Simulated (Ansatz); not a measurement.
CHCl (SMILES [CH]Cl): geometry of the low-spin state from B3LYP-D3(BJ)/def2-TZVP.
(charge 0, multiplicity 1):
```xyz
3

C     -1.070     0.528     0.000
Cl     0.479    -0.165     0.000
H     -1.728    -0.365     0.000
```

Run with Ansatz (Gaussian orbitals). 

Broken-symmetry (BS) and triplet (T) solutions at this geometry:

```csv
level,E(BS) (hartree),⟨S²⟩ BS,E(T) (hartree),⟨S²⟩ T
U-PBE/def2-TZVPP,-498.558808,0.356,-498.541527,2.005
U-B3LYP/def2-TZVPP,-498.815607,0.308,-498.795622,2.007
U-PBE0/def2-TZVPP,-498.596312,0.426,-498.581374,2.008
```

Task: Give the raw gap E(BS) − E(T) and the gap after approximate spin projection, (E_BS − E_T)⟨S²⟩_T/(⟨S²⟩_T − ⟨S²⟩_BS).

Result: 
- U-PBE/def2-TZVPP: raw -10.8, projected -13.2 kcal/mol
- U-B3LYP/def2-TZVPP: raw -12.5, projected -14.8 kcal/mol
- U-PBE0/def2-TZVPP: raw -9.4, projected -11.9 kcal/mol
The rule takes the triplet as the only contaminant. For comparison FIC-MRCISD+Q on SA-CASSCF(2,2)/cc-pV(Q+d)Z gives -13.8 kcal/mol at this geometry.

Ansatz is a program for electronic structure.
